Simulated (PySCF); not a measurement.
This PySCF input asks for the NMR shieldings of SMILES C1[Si](CSCC#C)(F)C[SiH2]1, C₆H₁₁FSSi₂; the geometry comes from GFN2-xTB.

```python
import basis_set_exchange as bse
import numpy as np
from pyscf import gto, dft
from pyscf.prop import nmr

atoms = """
C     4.106740   -0.381968   -0.939125
C     3.522765   -0.905100   -0.033679
C     2.735543   -1.467989    1.029342
S     0.931441   -1.265042    0.711599
C     0.846110    0.547419    0.669675
Si   -0.916011    1.093752    0.234121
F    -0.833391    2.723929    0.255186
C    -2.386794    0.437745    1.252762
Si   -3.271827   -0.168315   -0.344706
C    -1.747803    0.438006   -1.349255
H     4.657735    0.045275   -1.722672
H     2.893846   -2.543955    1.107238
H     2.964686   -0.988407    1.983626
H     1.147488    0.924574    1.646159
H     1.561635    0.891992   -0.075349
H    -2.920711    1.198148    1.814440
H    -2.141143   -0.357253    1.950258
H    -4.503661    0.560712   -0.647016
H    -3.487135   -1.612906   -0.397062
H    -1.206796   -0.354819   -1.856709
H    -1.961636    1.201144   -2.091376
"""
names = dict.fromkeys(["C", "S", "Si", "F", "H"], "pcSseg-1")
basis = {el: gto.basis.parse(bse.get_basis(n, elements=[el], fmt="nwchem")) for el, n in names.items()}
mol = gto.M(atom=atoms, basis=basis, charge=0, verbose=0)
mf = dft.RKS(mol, xc="PBE0")
mf.grids.level = 2
mf.grids.alignment = dft.numint.BLKSIZE   # the property module wants whole blocks of grid points
mf.conv_tol = 1e-9
mf.kernel()

calc = nmr.RKS(mf)   # GIAO
C = mf.mo_coeff
Co = C[:, mf.mo_occ > 0]
resp = mf.gen_response(singlet=True, hermi=2)
def vind(x):   # induced exchange potential for any number of trial vectors
    d = np.einsum("pi,xij,qj->xpq", C, 2 * x.reshape(-1, C.shape[1], Co.shape[1]), Co, optimize=True)
    return np.einsum("xpq,pi,qj->xij", resp(d - d.transpose(0, 2, 1)), C, Co, optimize=True).ravel()
mo1, _ = nmr.rhf.solve_mo1(calc, with_cphf=vind)
sigma = calc.kernel(mo1)
for i, s in enumerate(sigma):   # ppm
    print("%2d %-2s %9.2f" % (i, mol.atom_pure_symbol(i), np.trace(s) / 3))
```

Question: What are the results?

Answer: 
```
 0 C     106.66
 1 C     103.11
 2 C     157.96
 3 S     514.15
 4 C     163.14
 5 Si    310.52
 6 F     336.43
 7 C     179.62
 8 Si    401.76
 9 C     180.03
10 H      29.91
11 H      28.54
12 H      28.45
13 H      29.86
14 H      28.91
15 H      30.78
16 H      30.71
17 H      27.10
18 H      27.19
19 H      30.63
20 H      30.80
```

These numbers come from an equivalent density-fitted implementation of the same equations, which agrees with the script to about 0.01 ppm for H and up to a few tenths of a ppm for heavy atoms, so last digits may differ.

Size and cost of the density-fitted run: 246 basis functions, 4.6 min wall time (3.3 min CPU) on 1 thread of an Intel Xeon, shared host; peak memory 1.1 GiB.
